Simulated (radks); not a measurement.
Dipole-allowed excitations along the series with 11 electrons in [Ne] 3s1. Method: scalar-relativistic Kohn-Sham, LDA (Slater exchange, VWN5 correlation), spin-polarised, spherical densities, finite nucleus; open shells are filled with parallel spins first; Fermi nuclear charge, rms radius of each element as measured or else 0.836 A^(1/3) + 0.57 fm; computed with a radial shooting solver on a logarithmic mesh with Libxc functionals. Time-dependent linear response with the Hartree and adiabatic LDA kernel, continuum included through the Sternheimer equations, no spin-orbit coupling, so fine structure and intercombination lines are absent. Lines are the poles of the dipole polarisability below minus the highest occupied eigenvalue, found on a grid refined at the orbital gaps; the lowest seven at most are given, and weak or close lines can be missed. The first line takes the name of the lowest orbital gap if no other gap lies below it; otherwise a line is named after a gap within 0.6 % of it, if that gap stands alone.

| species | -e(HOMO) (eV) | lowest orbital gap (eV) | first line (eV) | f | static alpha (bohr^3) | measured (eV) |
|---|---|---|---|---|---|---|
| Mg+ | 12.002 | 3s-3p 4.455 | 4.731 (3s-3p) | 0.898 | 30.32 | 3s-3p 4.430 |
| Al2+ | 24.587 | 3s-3p 6.619 | 7.070 (3s-3p) | 0.816 | 12.48 | - |
| Si3+ | 40.512 | 3s-3p 8.727 | 9.341 (3s-3p) | 0.741 | 6.552 | - |
| P4+ | 59.655 | 3s-3p 10.811 | 11.579 (3s-3p) | 0.678 | 3.922 | - |
| S5+ | 81.960 | 3s-3p 12.887 | 13.806 (3s-3p) | 0.625 | 2.551 | - |

Measured values: term averages from the NIST Handbook of Basic Atomic Spectroscopic Data.
